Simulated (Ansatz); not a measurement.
Relaxation of a periodic cell of 17 atoms, LiSi16 (host Si, host structure diamond, interstitial Li), cell charge +1, to a largest force component of 0.03 eV/Å in at most 60 steps.

These are results of Ansatz, DFT PBE-D3(BJ), scalar-relativistic, plane waves, PAW, not measurements. Settings: PAW set soft_1, cutoff 420 eV, k mesh 2x2x2, fermi-dirac smearing 0.05 eV, no spin polarisation.

```xyz
17
Lattice="0.0000 5.4300 5.4300 5.4300 0.0000 5.4300 5.4300 5.4300 0.0000" Properties=species:S:1:pos:R:3
Si 0.000 0.000 0.000
Si 1.357 1.357 1.357
Si 2.715 2.715 0.000
Si 4.072 4.072 1.357
Si 2.715 0.000 2.715
Si 4.072 1.357 4.072
Si 5.430 2.715 2.715
Si 6.787 4.072 4.072
Si 0.000 2.715 2.715
Si 1.357 4.072 4.072
Si 2.715 5.430 2.715
Si 4.072 6.787 4.072
Si 2.715 2.715 5.430
Si 4.072 4.072 6.787
Si 5.430 5.430 5.430
Si 6.787 6.787 6.787
Li 3.424 4.746 4.763
```

Q: Where does it end, and by what steps?

A: It converged. The force dipped under the threshold on the way, but the program's further checks kept it going. Limits of this set-up: a small cell, in which the defect meets its images, charged cell in a uniform background, uncorrected. After 9 steps the energy has fallen by 0.969 eV; Li17 moved furthest, 1.08 Å. Joined: Si4–Li17 (3.53 → 2.75 Å), Si6–Li17 (3.52 → 2.75 Å), Si7–Li17 (3.51 → 2.40 Å), Si8–Li17 (3.50 → 2.75 Å).

```json
{"step": "0", "energy less start (eV)": "0.0000", "largest force component (eV/Å)": "1.406", "accepted": "yes"}
{"step": "1", "energy less start (eV)": "-0.3268", "largest force component (eV/Å)": "0.452", "accepted": "yes"}
{"step": "2", "energy less start (eV)": "-0.3873", "largest force component (eV/Å)": "0.057", "accepted": "yes"}
{"step": "3", "energy less start (eV)": "-0.3991", "largest force component (eV/Å)": "0.125", "accepted": "yes"}
{"step": "4", "energy less start (eV)": "-0.4819", "largest force component (eV/Å)": "0.325", "accepted": "yes"}
{"step": "5", "energy less start (eV)": "-0.6203", "largest force component (eV/Å)": "0.410", "accepted": "yes"}
{"step": "6", "energy less start (eV)": "-0.7786", "largest force component (eV/Å)": "0.365", "accepted": "yes"}
{"step": "7", "energy less start (eV)": "-0.9020", "largest force component (eV/Å)": "0.185", "accepted": "yes"}
{"step": "8", "energy less start (eV)": "-0.9686", "largest force component (eV/Å)": "0.012", "accepted": "yes"}
{"step": "9", "energy less start (eV)": "-0.9686", "largest force component (eV/Å)": "0.012", "accepted": "yes"}
```

```xyz
17
Lattice="0.0000 5.4300 5.4300 5.4300 0.0000 5.4300 5.4300 5.4300 0.0000" Properties=species:S:1:pos:R:3
Si -0.029 0.045 0.046
Si 1.326 1.390 1.391
Si 2.672 2.745 0.046
Si 4.031 4.115 1.376
Si 2.672 0.045 2.746
Si 4.031 1.375 4.116
Si 5.410 2.736 2.738
Si 6.771 4.115 4.116
Si -0.023 2.739 2.740
Si 1.299 4.108 4.109
Si 2.650 5.497 2.729
Si 4.038 6.848 4.109
Si 2.650 2.728 5.498
Si 4.038 4.108 6.849
Si 5.419 5.497 5.498
Si 6.742 6.834 6.835
Li 4.026 4.121 4.122
```

Time of the run: 93 s on 1 thread of Arm Neoverse N1, on a shared host, peak memory 0.51 GiB.
